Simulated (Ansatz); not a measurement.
A further run on Mo₅ (the lowest singlet isomer of a short search).

```yaml
crystal:
  periodic: [false, false, false]
  atoms:
    - {symbol: Mo, position_ang: [-1.310599, -0.120067, -0.764542]}
    - {symbol: Mo, position_ang: [0.851991, 1.385737, -0.795379]}
    - {symbol: Mo, position_ang: [-0.768768, -1.201653, 1.114774]}
    - {symbol: Mo, position_ang: [0.350816, 0.782250, 1.356025]}
    - {symbol: Mo, position_ang: [0.876560, -0.846257, -0.910868]}
basis:
  gaussian: {orbitals: STO-3G}
hamiltonian: {xc: {name: SVWN5}}
scf: {lower_state_search: full}
output: {forces: true}
```

```sh
$ ansatz run in.yaml --threads 4 --pin off --events-out ev --progress --plain --max-ram 4787MiB
```

Shortened log:

```
Functional definition: SVWN5
1710 factors; their error is unknown
mean field evaluation 1: about -535136.1696 eV, gradient 2.1e1 eV
mean field evaluation 2: about -535122.1690 eV, gradient 6.1e1 eV
mean field evaluation 4: about -535138.1172 eV, gradient 1.1e1 eV
mean field evaluation 8: about -535138.3837 eV, gradient 2.1e0 eV
mean field evaluation 16: about -535138.2217 eV, gradient 6.6e-2 eV
mean field evaluation 32: about -535138.2217 eV, gradient 5.5e-4 eV
mean field evaluation 64: about -535136.9848 eV, gradient 1.6e1 eV
mean field evaluation 96: about -535137.1723 eV, gradient 6.5e0 eV
mean field evaluation 128: about -535129.5472 eV, gradient 3.6e1 eV
mean field evaluation 160: about -535134.4249 eV, gradient 8.3e0 eV
mean field evaluation 192: about -535028.1786 eV, gradient 8.4e1 eV
mean field evaluation 224: about -534973.6097 eV, gradient 1.0e2 eV
mean field evaluation 256: about -535007.7664 eV, gradient 9.4e1 eV
mean field evaluation 288: about -535013.9163 eV, gradient 9.6e1 eV
mean field evaluation 320: about -535010.8060 eV, gradient 9.9e1 eV
mean field evaluation 352: about -534997.7225 eV, gradient 9.6e1 eV
mean field evaluation 384: about -535004.3390 eV, gradient 9.6e1 eV
mean field evaluation 416: about -534997.8895 eV, gradient 9.7e1 eV
mean field evaluation 448: about -535021.8075 eV, gradient 2.0e2 eV
mean field -535138.22168088 eV, -19665.9669170579 hartree, gradient 2.2e-5 eV, S^2 0.000000; 11 other end points of the search recorded, 0 dependent functions left out
reference -535138.22170891 eV, -19665.9669180878 hartree; 105, 105 occupied and 30, 30 virtual orbitals, 1710 factors
Total energy: -535138.22170891 eV, -19665.9669180878 hartree
Atom 0 at    -1.310599    -0.120067    -0.764542 Å, force     8.491409    -2.181708     4.998711 eV/Å
Atom 1 at     0.851991     1.385737    -0.795379 Å, force    -2.696641    -7.279837     4.456965 eV/Å
Atom 2 at    -0.768768    -1.201653     1.114774 Å, force     2.526406     6.921405    -5.081148 eV/Å
Atom 3 at     0.350816     0.782250     1.356025 Å, force    -2.029442    -4.530787    -7.856434 eV/Å
Atom 4 at     0.876560    -0.846257    -0.910868 Å, force    -6.291732     7.070928     3.481905 eV/Å
Dipole moment:    -0.021010    -0.046734    -0.080748 e Å
```

Hardware: 4 threads of Arm Neoverse V1 on a shared host. Wall time 29 s.

The restricted singlet is unstable towards broken spin symmetry at other levels; at RKS SVWN5/STO-3G this wasn't settled.
